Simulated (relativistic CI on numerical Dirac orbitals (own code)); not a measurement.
**What each ingredient does to the levels of Tl LXXIV**

Base calculation: Dirac-Coulomb-Breit CI, orbitals from a KLI potential per configuration, model QED (radiative potential, 1s self-energy scaled to tabulated hydrogen-like ionisation energies), unscaled Slater integrals.

Configuration list (outside the closed core 1s2): 2s²2p⁴, 2s2p⁵, 2p⁶, 2s²2p³3s, 2p⁵3s, 2p⁵3p, 2s²2p³3p, 2p⁵3d, 2s²2p³3d, 2s2p⁴3s, 2s2p⁴3p, 2s2p⁴3d, 2s²2p³4s, 2s²2p³4p, 2s²2p³4d, 2s²2p³4f. Levels of other configurations are missing.

Variants: (1) QED terms removed; (2) configuration mixing switched off. Shifts of the energy above 2s²2p⁴ ³P2, in eV, for the lowest level and the first level of each name with at least 55 % of one term (blank where a level changes its place among those of its configuration and J or its character, or is not in the variant):

```tsv
Level	Base	Δ(1)	Δ(2)
2s²2p⁴ ³P2	0.0	0.0	0.0
2s²2p⁴ ¹S0	70.1	0.0	+1.9
2s²2p⁴ ³P1	2135.7	-1.4	-0.4
2s²2p⁴ ¹D2	2154.5	-1.4	-0.4
2s2p⁵ ³P°2	2607.6	+23.3	0.0
2s2p⁵ ¹P°1	2704.5	+23.4	+0.4
2s²2p⁴ ³P0	4323.1	-2.7	+4.4
2s2p⁵ ³P°0	4758.0	+21.9	-0.2
2s2p⁵ ³P°1	4798.8	+22.0	0.0
2p⁶ ¹S0	5355.5	+46.5	-6.3
2s²2p³3p ³P0	11188.2	+3.1	+0.2
2s²2p³3d ³P°0	11276.8	+4.6	+0.1
2s²2p³3s ³S°1	12502.6	-4.8	-0.1
2s²2p³3s ³D°3	12513.3	-4.9	-0.2
```

At this charge energies of transitions that change n are usually good to better than 1 %, and those within a shell (Δn = 0) to a few per cent.

Ionisation energy from the two ground configurations alone: base 19836.8 eV; QED terms removed 19841.4 eV. The NIST ASD value (theoretical) is 19840 eV.

LS names give the leading component of a level, which can be under half, so a name can repeat, a term be missing and a line seem to break the LS rules.
